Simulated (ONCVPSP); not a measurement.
What one change does to a pseudopotential (B, ONCV)

- Element: boron (B)
- Generator: ONCVPSP 4.0.1
- Type: optimised norm-conserving Vanderbilt (ONCV)
- Functional: LDA (Perdew-Zunger)
- Relativity: scalar-relativistic
- Frozen core: [He]
- Valence charge: 3
- Reference configuration: 2s2 2p1
- Partial waves: 2s: rc 1.25 bohr, ncon 4, nbas 8, qcut 4.8 1/bohr, 2 projectors, debl 2.1 Ha; 2p: rc 2.05 bohr, ncon 5, nbas 9, qcut 3.9 1/bohr, 1 projector
- Local potential: polynomial inside 1.05 bohr (lpopt 5, dvloc0 0 Ha)
- Core correction: polynomial model core, fcfact 0.75

All-electron outer shells of the reference configuration (LDA (Perdew-Zunger), scalar-relativistic, ld1.x):

```tsv
shell	level (eV)	outermost node (bohr)	outermost maximum (bohr)
1s	-178.66	–	0.21
2s	-9.39	0.46	1.52
2p	-3.72	–	1.55
```

Change: core correction none.

Cutoffs: the cutoffs (Ha) at which the residual kinetic energy of the hardest occupied pseudo-wave falls to 1 and 0.1 mHa per electron; they do not see the model core or the augmentation charge, which bear on the density cutoff. Errors are all-electron minus pseudo energies relative to the spin-unpolarised reference configuration.

Problem. What does the change do?

Solution. The potential gets neither clearly harder nor softer (21 Ha and 56 Ha → 21 Ha and 56 Ha); of the 4 tests that both files solve, the error grows in 4 and shrinks in 0 by more than 15 % and 0.3 meV (median size 17.0 → 20.5 meV); neither file shows a bound ghost. Exchange and correlation are not linear in the density, so unscreening with the valence charge alone errs where core and valence overlap; a model core restores that term.

```csv
quantity,base,changed
"cutoff, loose",21 Ha,21 Ha
"cutoff, tight",56 Ha,56 Ha
bound ghosts,none,none
GHOST(+) flags under 300 eV,none,none
"error for 2s2 2p0, meV [ΔE 8.33 eV]",+30,+36
"error for 2s1 2p0, meV [ΔE 33.63 eV]",+108,+169
"error for 2s2 2p0.5, meV [ΔE 2.94 eV]",+3.9,+4.6
"error for 2s1 2p2, meV [ΔE 5.69 eV]",+0.1,+0.8
s: phases at 1.27 bohr within 0.05 rad from the reference energy up to (Ha; the scan ends near 5),to the end of the scan,to the end of the scan
p: phases at 2.08 bohr within 0.05 rad from the reference energy up to (Ha; the scan ends near 5),1.1,1.1
```
